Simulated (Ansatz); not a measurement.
Ansatz (a quantum-chemistry and plane-wave program) input:

Ansatz 0.2 input:
```yaml
crystal:
  periodic: [false, false, false]
  atoms:
    - {symbol: Si, position_ang: [-0.35855426, -0.10157508, -0.14483880]}
    - {symbol: O, position_ang: [-0.54971084, -0.17916352, 1.36867792]}
    - {symbol: O, position_ang: [1.04414905, 0.31503848, -0.88421983]}
    - {symbol: H, position_ang: [1.06425394, 0.33505143, -1.84792149]}
basis:
  gaussian:
    orbitals: def2-TZVPD
hamiltonian:
  xc: {name: B3LYP}
magnetization: {spin_polarized: true, initial_magnetization: 1}
output: {forces: true}
```

**Question.** What final total energy does it print?

**Answer.** -440.65604 Eh (B3LYP/def2-TZVPD). The basis has 132 functions.

It need not be the lowest isomer of its formula.
